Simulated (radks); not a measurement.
Effect of the nuclear size on the rhenium ion Re3+, [Xe] 4f14 5d4. Method: Dirac Kohn-Sham, relativistic LDA (MacDonald-Vosko exchange, VWN5 correlation), spin-unpolarised, spherical densities, finite nucleus; open shells are shared between the two j in proportion to 2j + 1; Fermi nuclear charge, rms radius 5.3698 fm; computed with a radial shooting solver on a logarithmic mesh with Libxc functionals. The rms radius is varied about that value; shifts are against it.

| rms radius (fm) | total energy shift (eV) | density at nucleus (e/bohr^3) | 1s1/2 shift (meV) | 2s1/2 shift (meV) | 5s1/2 shift (meV) | 5d5/2 shift (meV) | 6s1/2 (empty) shift (meV) |
|---|---|---|---|---|---|---|---|
| 4.5214 | -18.8 | 1.62e+06 | -7570 | -1080 | -10.9 | 0.189 | -1.79 |
| 4.908 | -10.5 | 1.574e+06 | -4230 | -601 | -6.06 | 0.106 | -0.997 |
| 5.3698 | 0 | 1.524e+06 | 0.000 | 0.000 | 0.000 | 0.000 | 0.000 |
| 5.6544 | 6.78 | 1.496e+06 | 2730 | 388 | 3.91 | -0.068 | 0.643 |
| 5.9336 | 13.6 | 1.471e+06 | 5490 | 781 | 7.86 | -0.137 | 1.29 |

Slopes of the eigenvalues against <r^2> in GHz/fm^2, as finite differences over the two radii next to the reference (eigenvalue slopes, not the field-shift constants of lines): 1s1/2 213000, 2s1/2 30300, 5s1/2 306, 5d5/2 -5.33, 6s1/2 (empty) 50.3.
